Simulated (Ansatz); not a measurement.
Consider the ligand exchange at the Si–S bond: `N[SiH2]S[SiH](N)O` + `N[SiH](O)O` → `N[Si@H](O)O[Si@@H](N)O` + `N[SiH2]S`.

Computed with Ansatz on PBE0-D4/def2-TZVP structures; ΔE is electronic, products minus reactants. CCSD(T)/CBS adds triple-zeta CCSD(T) − MP2 to the extrapolated MP2 energy (def2 sets, frozen cores). This one scheme is used for every species. DFT in def2-TZVPP. B3LYP here is the variant with VWN-RPA as its local correlation; programs differ in this. One conformer a species, not always the lowest.

`N[SiH2]S[SiH](N)O`:

```xyz
14

N     0.205    0.808    2.048
Si    1.587    0.288    1.121
S     1.192    0.577   -0.937
Si   -0.572   -0.680   -1.142
N    -1.382   -0.362   -2.596
O    -1.550   -0.383    0.122
H    -0.014    1.795    2.037
H     0.131    0.452    2.991
H     1.766   -1.138    1.493
H     2.837    1.041    1.402
H    -0.107   -2.086   -1.214
H    -1.817    0.526   -2.787
H    -1.160   -0.871   -3.434
H    -1.116    0.033    0.894
```

`N[SiH](O)O`:

Z-matrix (Å, degrees):
```
Si
O 1 1.639
O 1 1.639 2 116.1
N 1 1.714 2 107.1 3 -119.6
H 1 1.475 2 104.4 3 114.2
H 2 0.959 1 117.1 3 74.9
H 3 0.959 1 117.0 2 -75.2
H 4 1.008 1 119.6 2 171.6
H 4 1.008 1 119.6 2 -46.2
```

`N[Si@H](O)O[Si@@H](N)O`:

Cartesian coordinates in Å:
```
N -2.377 -1.361 -0.477
Si -1.160 -0.192 -0.717
O -1.664 1.275 -0.166
O 0.130 -0.747 0.107
Si 1.526 -0.191 0.755
N 1.503 1.499 0.536
O 2.858 -0.831 0.055
H -3.235 -1.347 -1.002
H -2.113 -2.297 -0.215
H -0.787 0.080 -2.122
H -2.227 1.241 0.611
H 1.602 -0.690 2.143
H 2.261 2.089 0.833
H 0.625 1.993 0.489
H 3.058 -0.522 -0.831
```

`N[SiH2]S`:

```xyz
8

N    -1.107   -0.844    0.329
Si   -0.033    0.285   -0.363
S     1.949    0.090    0.451
H    -1.327   -1.698   -0.153
H    -1.222   -0.932    1.325
H    -0.441    1.688   -0.098
H    -0.054    0.013   -1.821
H     2.236    1.397    0.330
```

```json
{"level": "B3LYP-D4", "ΔE (kJ/mol)": "-50.1"}
{"level": "B2PLYP", "ΔE (kJ/mol)": "-53.6"}
{"level": "B3LYP", "ΔE (kJ/mol)": "-56.1"}
{"level": "HF/def2-TZVPP", "ΔE (kJ/mol)": "-82.6"}
{"level": "SCS-MP2/def2-TZVPP", "ΔE (kJ/mol)": "-54.2"}
{"level": "CCSD(T)/def2-TZVPP", "ΔE (kJ/mol)": "-51.5"}
{"level": "HF/def2-QZVPP", "ΔE (kJ/mol)": "-85.3"}
{"level": "CCSD/CBS(def2)", "ΔE (kJ/mol)": "-56.1"}
```

Q: What does CCSD(T)/CBS give? (Best estimate.)

A: Computed: -49.2 kJ/mol. The listed levels differ from it by -0.9, -4.4, -6.9, -33.4, -5.0, -2.3, -36.1, -6.9 kJ/mol.

Largest T1 diagnostic among the species: 0.012.

From PBE to PBE0 (25 % exact exchange), in def2-TZVPP and without D4, ΔE moves by −7.6 kJ/mol. In def2-TZVPP, CCSD(T) changes the Hartree–Fock value by +31.1 kJ/mol (the triples alone add +6.8 kJ/mol) and MP2 by +37.7 kJ/mol.
